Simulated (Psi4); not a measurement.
COS (SMILES O=C=S), singlet, at a GFN2-xTB geometry, with bond 3-2 at 2.0 times its length. Base run: CAM-B3LYP/6-31G** run with Psi4.

Here is a job for Psi4.
```
memory 2 GB

molecule {
0 1
O    -0.00000000   -0.00000000   -1.66686897
C    -0.00000000   -0.00000000   -0.51282480
S     0.00000000    0.00000000    2.56431238
}

set {
  basis 6-31g**
}

energy('cam-b3lyp')
print_variables()
```

Variants of this job, named by their change:

```
change                         ΔE vs base (µEh)  SCF cycles  grid points  basis functions        outcome
-----------------------------  ----------------  ----------  -----------  ---------------  -------------
base                                        0.0           9        63857               49      converged
level_shift = 1.0                           0.0           9        63857               49      converged
guess = sapgau                              0.0           9        63857               49      converged
ints_tolerance = 1e-8                       0.0           9        63857               49      converged
guess = modhuckel                           0.0          11        63857               49      converged
scf_type = dfdirj+link                        -           -            -                -  input refused
dft_pruning_scheme = treutler               6.7           9        34991               49      converged
dft_radial_scheme = becke                   4.3           9        55774               49      converged
d_convergence = 1e-4                        0.0           8        63857               49      converged
dft_radial_points = 50                    -72.8           9        43441               49      converged
d_convergence = 1e-10                       0.0          13        63857               49      converged
e_convergence = 1e-10                       0.0          11        63857               49      converged
puream = false                              0.0           9        63857               49      converged
```

- scf_type = dfdirj+link: ended with `psi4.driver.p4util.exceptions.ValidationError: SCF: SCF_TYPE (DFDIRJ+LINK) not supported for range-separated functionals, plese use SCF_TYPE = 'DF' to automatically select the correct JK build.`
